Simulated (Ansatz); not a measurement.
Relaxation of C₂H₁₁NOSi₂ (17 atoms, charge 0, multiplicity 1), to a largest force component of 0.015 eV/Å in at most 40 steps.

Computed with Ansatz, RKS r2SCAN-D4/STO-3G.

```xyz
17
Properties=species:S:1:pos:R:3:forces:R:3
C 0.488 -2.324 -0.216 -2.04 3.95 1.20
O 0.243 -1.181 -1.104 -0.47 -2.47 -1.42
Si 0.788 0.314 -0.665 2.63 2.09 -1.17
N -0.628 1.135 -0.101 2.42 0.31 4.71
Si 2.556 0.221 0.796 -0.56 1.21 1.47
C 3.950 -0.718 0.020 0.75 0.68 -0.44
H 1.532 -2.484 -0.077 1.76 -0.64 0.60
H 0.024 -3.145 -0.695 -0.79 -1.97 -0.68
H -0.047 -2.096 0.780 0.96 -0.94 -0.87
H 1.169 1.078 -1.934 -0.36 -1.05 1.19
H -0.947 0.478 0.678 -0.61 0.88 -0.58
H -1.307 1.089 -0.797 -3.26 -0.30 -2.87
H 3.063 1.577 1.201 -0.48 -1.07 -0.45
H 2.181 -0.456 2.073 0.22 0.39 -0.91
H 4.283 -0.271 -0.931 -0.07 0.04 0.33
H 3.662 -1.722 -0.215 -0.23 -1.07 -0.12
H 4.814 -0.763 0.689 0.10 -0.03 0.00
```

Question: Where does it end, and by what steps?

Answer: The forces met the threshold. The force dipped under the threshold on the way, but the program's further checks kept it going. Limits of this set-up: minimal basis. After 14 steps the energy has fallen by 0.935 eV; H9 moved furthest, 0.72 Å.

```
step  energy less start (eV)  largest force component (eV/Å)  accepted
   0                  0.0000                           4.713       yes
   1                 -0.7918                           1.744       yes
   2                 -0.8810                           0.484       yes
   3                 -0.9070                           0.270       yes
   4                 -0.9191                           0.212       yes
   5                 -0.9261                           0.220       yes
   6                 -0.9319                           0.079       yes
   7                 -0.9236                           0.316        no
   8                 -0.9334                           0.019       yes
   9                 -0.9344                           0.046       yes
  10                 -0.9346                           0.025       yes
  11                 -0.9349                           0.018       yes
  12                 -0.9349                           0.013       yes
  13                 -0.9350                           0.009       yes
  14                 -0.9351                           0.009       yes
```

```xyz
17
Properties=species:S:1:pos:R:3
C 0.299 -2.274 -0.340
O 0.512 -1.294 -1.397
Si 0.852 0.271 -0.725
N -0.529 1.009 0.122
Si 2.616 0.299 0.708
C 4.067 -0.705 0.060
H 1.175 -2.397 0.339
H 0.116 -3.253 -0.823
H -0.584 -2.056 0.304
H 1.058 1.063 -1.920
H -0.783 0.437 0.966
H -1.389 0.941 -0.480
H 3.053 1.664 0.913
H 2.231 -0.225 2.002
H 4.426 -0.313 -0.899
H 3.794 -1.755 -0.094
H 4.908 -0.680 0.763
```

Run time: 40 s on 1 thread of AMD EPYC 9B45 (Zen 5), with other jobs on the host, peak memory 0.21 GiB.
